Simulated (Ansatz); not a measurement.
Coupled-cluster run, CH4BNOSi (`N=C1OB1[SiH3]`).

```yaml
crystal:
  periodic: [false, false, false]
  atoms:
    - {symbol: N, position_ang: [2.379997, 1.379934, -0.798936]}
    - {symbol: C, position_ang: [1.412219, 0.643191, -0.552984]}
    - {symbol: O, position_ang: [1.192096, -0.682003, -1.035796]}
    - {symbol: B, position_ang: [0.220272, -0.191228, -0.216193]}
    - {symbol: Si, position_ang: [-1.525843, -0.774862, 0.573989]}
    - {symbol: H, position_ang: [2.277108, 2.272233, -0.321759]}
    - {symbol: H, position_ang: [-2.579297, 0.176293, 0.133343]}
    - {symbol: H, position_ang: [-1.876841, -2.152381, 0.146622]}
    - {symbol: H, position_ang: [-1.411212, -0.717476, 2.054614]}
basis:
  gaussian: {orbitals: def2-SVP}
correlation: {method: ccsd_t}
```

```sh
$ ansatz run in.yaml --threads 2 --pin off --events-out ev --progress --plain --max-ram 4352MiB
```

Output of Ansatz, abridged:

```
Functional definition: HF
931 factors; integrals over basis functions are off by at most 1.2e-3 eV
mean field evaluation 1: about -13135.0121 eV, gradient 3.6e1 eV
mean field evaluation 2: about -13135.1174 eV, gradient 3.6e1 eV
mean field evaluation 4: about -13138.5673 eV, gradient 4.1e0 eV
mean field evaluation 8: about -13138.6472 eV, gradient 2.0e-1 eV
mean field -13138.64763698 eV, -482.8363949637 hartree, gradient 1.6e-6 eV, S^2 0.000000; 0 other end points of the search recorded, 0 dependent functions left out
9 core orbitals not correlated: weight in the atoms' cores, before any rotation towards them, 1.000 or more for the frozen orbitals, at most 0.000 for the correlated occupied ones
reference -13138.64763698 eV, -482.8363949637 hartree; 13, 13 occupied and 72, 72 virtual orbitals, 931 factors
second order -17.68221236 eV of doubles, -0.00000000 eV of singles
cycle   1  -17.96197652 eV  change   -2.8e-1 eV  update   1.3e-1
cycle   2  -18.56524023 eV  change   -6.0e-1 eV  update   4.1e-2
cycle   3  -18.74395215 eV  change   -1.8e-1 eV  update   2.3e-2
cycle   4  -18.73326051 eV  change    1.1e-2 eV  update   5.7e-3
cycle   5  -18.73166923 eV  change    1.6e-3 eV  update   2.6e-3
cycle   6  -18.73270674 eV  change   -1.0e-3 eV  update   8.2e-4
cycle   7  -18.73209103 eV  change    6.2e-4 eV  update   3.6e-4
cycle   8  -18.73202686 eV  change    6.4e-5 eV  update   1.3e-4
cycle   9  -18.73206255 eV  change   -3.6e-5 eV  update   5.8e-5
cycle  10  -18.73205289 eV  change    9.7e-6 eV  update   2.2e-5
perturbative correction -0.69462835 eV, -0.0255271209 hartree
Total energy: -13158.07431822 eV, -483.5503123314 hartree
```

Hardware: 2 threads of an Intel Xeon 6975P-C on a shared host. Wall time 2.7 s, peak host memory 0.4 GiB.

MP2 recovers 91.0 % of the CCSD(T) correlation energy and the triples give 3.6 %; T1 = 0.0177.
